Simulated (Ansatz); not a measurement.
One change: `[SH][AlH][SH]` becomes `[SH][GaH][SH]`.

Ansatz, PBE0-D4/def2-TZVP geometries, multiplicity 1. Each molecule was computed in one conformer, which needn't be the lowest.

Scalar relativity is left out up to krypton.

| property | `[SH][AlH][SH]` |
| --- | --- |
| size of the dipole moment (PBE/def2-TZVPP) / D | 1.60 |
| HOMO energy (PBE0/def2-TZVPP) / eV | -7.64 |
| HOMO–LUMO gap (ωB97M-V/def2-TZVPP) / eV | 10.40 |
| HOMO energy (PBE/def2-TZVPP) / eV | -6.45 |
| LUMO energy (B3LYP/def2-TZVPP) / eV | -1.21 |
| HOMO–LUMO gap (B3LYP/def2-TZVPP) / eV | 6.15 |

**Question.** What does the change do to each property? (An estimate is asked.)

**Answer.** Ansatz gave: 
```
                                      property  `[SH][GaH][SH]`  shift
size of the dipole moment (PBE/def2-TZVPP) / D             0.63  -0.97
            HOMO energy (PBE0/def2-TZVPP) / eV            -7.59   0.05
       HOMO–LUMO gap (ωB97M-V/def2-TZVPP) / eV            10.27  -0.13
             HOMO energy (PBE/def2-TZVPP) / eV            -6.40   0.05
           LUMO energy (B3LYP/def2-TZVPP) / eV            -1.42  -0.21
         HOMO–LUMO gap (B3LYP/def2-TZVPP) / eV             5.91  -0.24
```

With PBE0 the HOMO rises by 0.05 eV and the LUMO falls by 0.14 eV, so the gap narrows by about 0.19 eV. PBE moves the HOMO by 0.05 eV and ωB97M-V by 0.04 eV. Dipoles are sizes alone; their direction can turn.

B3LYP here is the variant with VWN-RPA as its local correlation; programs differ in this.
